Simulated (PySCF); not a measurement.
Removing an electron from `[GeH3][O]c1ccsc1`

Species: C4H6GeOS.
Cartesian coordinates in Å at the PBE0-D3(BJ)/def2-SVP level; atoms count from 1:
```
atom  x, y, z in Å
Ge1    2.0769    0.4870    0.0470
O2     0.4671    1.2843   -0.0669
C3    -0.6935    0.6125    0.0347
C4    -1.9392    1.3098   -0.0632
C5    -3.0128    0.4739    0.0624
S6    -2.5354   -1.1581    0.2991
C7    -0.8664   -0.7403    0.2326
H8     2.1896   -0.5443   -1.0889
H9     2.1866   -0.1927    1.4226
H10    3.0540    1.6529   -0.1148
H11   -2.0003    2.3867   -0.2200
H12   -4.0699    0.7336    0.0281
H13   -0.1059   -1.5119    0.3429
```

Level: CAM-B3LYP/def2-SVPD (PySCF). Frontier orbitals with their largest atomic shares (Löwdin; up to four atoms above 4 %):

```csv
orbital,ε (eV),main atoms
HOMO−3,-10.84,"O2 24 %, Ge1 21 %, H8 13 %, H9 13 %"
HOMO−2,-10.50,"O2 43 %, S6 12 %, Ge1 10 %, C7 8 %"
HOMO−1,-8.25,"C4 28 %, S6 22 %, C5 22 %, C7 16 %"
HOMO,-7.51,?
LUMO,0.64,"Ge1 45 %, H9 12 %, H8 12 %, H10 11 %"
LUMO+1,0.79,"Ge1 40 %, S6 13 %, H10 9 %, H9 8 %"
LUMO+2,0.79,"C5 24 %, S6 20 %, C7 15 %, C4 15 %"
```

Question: What vertical ionisation energy does ΔSCF give, and how far is −ε(HOMO) from it?

Answer: ΔSCF: 8.20 eV (791 kJ/mol; threshold wavelength 151 nm); ⟨S²⟩ of the doublet left behind is 0.758, against 0.75 for a pure doublet. −ε(HOMO) is 7.51 eV, 0.69 eV below it. For the exact functional −ε(HOMO) would equal the first vertical ionisation energy; CAM-B3LYP (range-separated hybrid) falls short of its own ΔSCF value by 8 %.

Question: On which atoms does the HOMO lie?

Answer: C7 (aromatic CH next to a ring sulfur) 22 %, S6 (thiophene-type sulfur) 21 %, C3 (aromatic carbon bearing oxygen) 18 %, O2 (oxygen bonded to C and Ge) 18 %, so no atom holds as much as 40 %. The HOMO−1 lies 0.74 eV lower.

Question: With α = 96.7 au, estimate the like-pair dispersion coefficient by London's formula C6 = (3/4)α²I.

Answer: I = 0.3012 Eh, so C6 ≈ 2110 au, a rough estimate.

Question: What kinetic energy would electrons from this vertical process carry with 118.2 nm light (10.49 eV)?

Answer: 10.49 − 8.20 = 2.29 eV.

Question: Shift the occupied levels rigidly so that −ε(HOMO) equals the ΔSCF value. What binding energies result?

Answer: The shift is +0.69 eV: HOMO 8.20, HOMO−1 8.94, HOMO−2 11.19, HOMO−3 11.53 eV. A rigid shift is only a rough guide to the deeper ionisations.

Question: How many of the 10 lowest singlet excitations (vertical TDDFT, same level) lie below the ionisation energy?

Answer: All 10; they run from 5.35 to 6.83 eV.

One conformer (not necessarily the lowest) at the PBE0-D3(BJ)/def2-SVP geometry, without solvent, vibrations or thermal averaging. The calculation is non-relativistic, for germanium too.
